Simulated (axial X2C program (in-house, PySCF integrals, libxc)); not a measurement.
**BrTmBr⁺: a free-ion multiplet in an axial field**

Calculated with an in-house all-electron X2C program for linear molecules (integrals from PySCF): two-component X2C with atomic mean-field Coulomb and Gaunt terms, basis Br dyall-v3z, Tm dyall-v3z (cores contracted in-house). Orbitals come from Hartree–Fock averaged over the configuration Tm f12 s0; CI then distributes these electrons over the f, s shells of Tm.

Br–Tm–Br held linear, both bonds 2.560 Å.

**Question.** Which level do Hund's rules give for f12, how many Ω levels does it split into, and what is its Landé factor?

**Answer.** S = 1, L = 5, J = 6 (3H6). It gives Ω = 0 to 6, 7 levels. gJ = 3/2 + [S(S+1) − L(L+1)]/[2J(J+1)] = 1.167, so g∥ = 2gJΩ.

The computed levels compare thus:

```csv
Ω,energy (cm⁻¹),g∥ computed,2gJΩ
0,0,0.00,0.00
1,41,2.35,2.33
2,180,4.72,4.67
3,451,7.08,7.00
4,892,9.41,9.33
5,1509,11.71,11.67
6,2255,13.99,14.00
```

The 7 lowest levels are just these Ω; they span 2255 cm⁻¹, the lowest has Ω = 0, and the next level lies at 7385 cm⁻¹. Departures of g∥ from 2gJΩ come from intermediate coupling and from mixing with the higher-lying level J − 1 of the term. The computed g∥ is the magnitude of 2⟨Lz + ge Sz⟩.

Dynamic correlation is missing, so gaps between terms are too wide and other configurations may lie lower; the lowest level listed is that of this model, not necessarily the ground state. At most 4 roots were kept for each Ω > 0 (twice that for Ω = 0) within 2.2 eV of the lowest, so higher up levels can be missing between those listed; levels with Ω > 0 are doubly degenerate and listed once, Ω = 0 levels singly. States that fill the shells left empty in the average are placed too high. The molecule was held linear; bending was not examined.
